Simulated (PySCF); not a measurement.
# Computed records: B2GeH6N, GeH5NOSi, CH5ClGeO, CH5BGeSi and others

All values are calculated (PySCF 2.14.0). Calculation on a computer-drawn molecule: the log of a Hartree-Fock and frozen-core CCSD(T) single point meant for a local Hartree-Fock minimum, with one planted fault or none, to be diagnosed. Offsets are logged minus clean, where the clean run is the same molecule without the fault. The reference is restricted for singlets and unrestricted otherwise, and also for a bond in bohr or an excited solution. Adding or removing an electron swaps singlet and doublet. The excited solution moves the top pair (singlet) or top alpha electron (doublet) to the lowest empty orbital. Highest occupied and lowest empty are orbital energies over both spins, largest force is the largest gradient component, triples share is (T) over the correlation energy, the T1 limit is 0.02 restricted and 0.045 unrestricted, electrons count all cores, a negative frequency is imaginary (commonest isotopes), and the dipole is about the centre of nuclear charge; on germanium a core potential holds 10 electrons, which the energies leave out, and 3d is frozen in MP2 and coupled-cluster steps.

Common to all runs: logged SCF converged yes; possible faults no fault, one electron removed, one electron added, multiplicity raised by two, geometry at a saddle point, SCF held on an excited solution, minimal basis STO-3G, one bond length entered in bohr, all coordinates scaled.

(1) B2GeH6N

Logged structure:
```xyz
10
B2GeH6N
B     -1.5424     2.1663    -0.6751
Ge    -0.9342     0.1774    -0.8139
B      0.6305    -0.0227    -2.1731
N     -2.2768    -1.0242    -1.2642
H     -0.9593     3.2081    -0.5811
H     -0.4963    -0.2020     0.6133
H      1.7585     0.2094    -1.8407
H      0.4253    -0.3208    -3.3169
H     -2.5576    -0.9560    -2.2284
H     -3.1096    -0.9271    -0.7071
```

```
meant charge                                : 0
meant multiplicity                          : 2
meant basis                                 : cc-pVDZ
meant basis and core potential on germanium : cc-pVDZ-PP ECP10MDF
logged electrons                            : 55
logged basis functions                      : 95
logged spin squared                         : 0.794
logged highest occupied                     : -7.8091 eV
logged lowest empty                         : 0.11157 eV
logged largest force                        : 0.039797 hartree/bohr
logged dipole magnitude                     : 1.3163 debye
logged SCF stable within its kind           : no
logged energy HF                            : -400.5506 hartree
planted fault                               : SCF held on an excited solution
HF energy offset from clean run             : 20.06 kcal/mol
```

Drawn bonds:
```
atom  other atom  order
   1           2      1
   2           3      1
   2           4      1
   1           5      1
   2           6      1
   3           7      1
   3           8      1
   4           9      1
   4          10      1
```

Notes: coupled-cluster numbers left out as unreliable.

(2) GeH5NOSi

Logged structure:
```xyz
9
GeH5NOSi
O      0.4068    -0.5327     2.8021
Si     1.0748     0.2238     1.5358
N      0.3880     0.4429     0.1656
Ge     0.3638     1.0644    -1.5281
H     -0.4739    -0.8678     2.6963
H      2.4053     0.6154     2.0027
H      0.1424    -0.1025    -2.4995
H     -0.7829     2.0712    -1.6887
H      1.6812     1.7657    -1.9051
```

```
meant charge                                : 0
meant multiplicity                          : 1
meant basis                                 : cc-pV(D+d)Z
meant basis and core potential on germanium : cc-pVDZ-PP ECP10MDF
logged electrons                            : 66
logged basis functions                      : 99
logged spin squared                         : 0
logged highest occupied                     : -10.154 eV
logged lowest empty                         : 2.9312 eV
logged largest force                        : 6.135e-06 hartree/bohr
logged lowest frequency                     : 58.49 cm⁻¹
logged T1 diagnostic                        : 0.015648
logged D1 diagnostic                        : 0.053778
logged triples share                        : 0.027958
logged CC converged                         : yes
logged dipole magnitude                     : 1.7806 debye
logged SCF stable within its kind           : yes
logged energy HF                            : -714.56526 hartree
logged energy CCSD(T)                       : -715.16254 hartree
planted fault                               : no fault
HF energy offset from clean run             : 0 kcal/mol
CCSD(T) energy offset from clean run        : 0 kcal/mol
```

Drawn bonds:
```
atom  other atom  order
   1           2      1
   2           3      2
   3           4      1
   1           5      1
   2           6      1
   4           7      1
   4           8      1
   4           9      1
```

(3) CH5ClGeO

Logged structure:
```xyz
9
CH5ClGeO
C     -0.6955     3.2982     0.4124
O     -0.5744     1.9104     0.5926
Ge    -0.2749     1.1386     2.1418
Cl     1.6296     1.8403     2.9143
H     -0.9728     3.4755    -0.6261
H      0.2475     3.8113     0.6150
H     -1.4726     3.7252     1.0549
H     -0.1567    -0.3456     1.8699
H     -1.3222     1.5517     3.1656
```

```
meant charge                                : 0
meant multiplicity                          : 1
meant basis                                 : cc-pV(D+d)Z
meant basis and core potential on germanium : cc-pVDZ-PP ECP10MDF
logged electrons                            : 69
logged basis functions                      : 99
logged spin squared                         : 0.7571
logged highest occupied                     : 2.5024 eV
logged lowest empty                         : 8.8877 eV
logged largest force                        : 0.094921 hartree/bohr
logged T1 diagnostic                        : 0.013807
logged D1 diagnostic                        : 0.06648
logged triples share                        : 0.024307
logged CC converged                         : yes
logged dipole magnitude                     : 2.8152 debye
logged SCF stable within its kind           : yes
logged energy HF                            : -868.46185 hartree
logged energy CCSD(T)                       : -869.10023 hartree
planted fault                               : one electron added
HF energy offset from clean run             : 71.7 kcal/mol
CCSD(T) energy offset from clean run        : 61.99 kcal/mol
```

Drawn bonds:
```
atom  other atom  order
   1           2      1
   2           3      1
   3           4      1
   1           5      1
   1           6      1
   1           7      1
   3           8      1
   3           9      1
```

Notes: highest electron not bound in this basis.

(4) CH5BGeSi

Logged structure:
```xyz
9
CH5BGeSi
B      1.3457    -0.4070     0.9885
Si     1.5325    -1.0299    -0.8934
Ge     0.5187     1.1200    -1.4001
C     -0.9304     1.7307    -0.5708
H      2.2776     0.1209     1.5365
H      0.3298    -0.5500     1.6148
H      1.1526     2.0055    -2.4720
H     -1.4286     2.6453    -0.8730
H     -1.4231     1.1542     0.2026
```

```
meant charge                                : 0
meant multiplicity                          : 1
meant basis                                 : cc-pV(D+d)Z
meant basis and core potential on germanium : cc-pVDZ-PP ECP10MDF
logged electrons                            : 62
logged basis functions                      : 99
logged spin squared                         : 0
logged highest occupied                     : -8.0641 eV
logged lowest empty                         : -0.0028228 eV
logged largest force                        : 1.555e-05 hartree/bohr
logged lowest frequency                     : 73.796 cm⁻¹
logged T1 diagnostic                        : 0.02002
logged D1 diagnostic                        : 0.059246
logged triples share                        : 0.040841
logged CC converged                         : yes
logged dipole magnitude                     : 0.55629 debye
logged SCF stable within its kind           : yes
logged energy HF                            : -647.64097 hartree
logged energy CCSD(T)                       : -648.11827 hartree
planted fault                               : no fault
HF energy offset from clean run             : 0 kcal/mol
CCSD(T) energy offset from clean run        : 0 kcal/mol
```

Drawn bonds:
```
atom  other atom  order
   1           2      1
   2           3      1
   3           4      2
   1           5      1
   1           6      1
   3           7      1
   4           8      1
   4           9      1
```

Notes: T1 above single-reference limit.

(5) CH5GeO

Logged structure:
```xyz
8
CH5GeO
O     -0.5540     2.0644     1.2516
C     -0.3053     0.7430     0.7449
Ge    -1.7460    -0.6094     1.3600
H     -0.9781     1.9668     2.0870
H      0.7058     0.4419     1.0414
H     -0.3106     0.8345    -0.3448
H     -0.7858    -1.9043     1.3726
H     -1.5258    -0.2597     2.9300
```

```
meant charge                                : -1
meant multiplicity                          : 1
meant basis                                 : aug-cc-pVDZ
meant basis and core potential on germanium : aug-cc-pVDZ-PP ECP10MDF
logged electrons                            : 52
logged basis functions                      : 123
logged spin squared                         : 2.0056
logged highest occupied                     : 0.75969 eV
logged lowest empty                         : 3.0051 eV
logged largest force                        : 0.06145 hartree/bohr
logged T1 diagnostic                        : 0.064174
logged D1 diagnostic                        : 0.3938
logged triples share                        : 0.032814
logged CC converged                         : yes
logged dipole magnitude                     : 10.02 debye
logged SCF stable within its kind           : yes
logged energy HF                            : -408.92511 hartree
logged energy CCSD(T)                       : -409.43178 hartree
planted fault                               : multiplicity raised by two
HF energy offset from clean run             : 46.2 kcal/mol
CCSD(T) energy offset from clean run        : 60.21 kcal/mol
```

Drawn bonds:
```
atom  other atom  order
   1           2      1
   2           3      1
   1           4      1
   2           5      1
   2           6      1
   3           7      1
   3           8      1
```

Notes: T1 above single-reference limit; highest electron not bound in this basis.

(6) AlGeH2N

Logged structure:
```xyz
5
AlGeH2N
Al    -3.0190    -0.0917     0.0946
N     -1.6977    -1.0858     0.4906
Ge    -0.4636    -2.0320     0.8779
H      0.8087    -2.0751     0.1395
H     -0.4609    -2.9655     2.0156
```

```
meant charge                                : 0
meant multiplicity                          : 1
meant basis                                 : cc-pV(D+d)Z
meant basis and core potential on germanium : cc-pVDZ-PP ECP10MDF
logged electrons                            : 54
logged basis functions                      : 70
logged spin squared                         : 0
logged highest occupied                     : -7.4346 eV
logged lowest empty                         : 0.94209 eV
logged largest force                        : 0.033492 hartree/bohr
logged T1 diagnostic                        : 0.020614
logged D1 diagnostic                        : 0.05539
logged triples share                        : 0.036942
logged CC converged                         : yes
logged dipole magnitude                     : 4.5763 debye
logged SCF stable within its kind           : yes
logged energy HF                            : -590.86242 hartree
logged energy CCSD(T)                       : -591.20487 hartree
planted fault                               : all coordinates scaled, by -3.7 %
HF energy offset from clean run             : 5.296 kcal/mol
CCSD(T) energy offset from clean run        : 9.783 kcal/mol
```

Drawn bonds:
```
atom  other atom  order
   1           2      1
   2           3      2
   3           4      1
   3           5      1
```

Notes: T1 above single-reference limit.
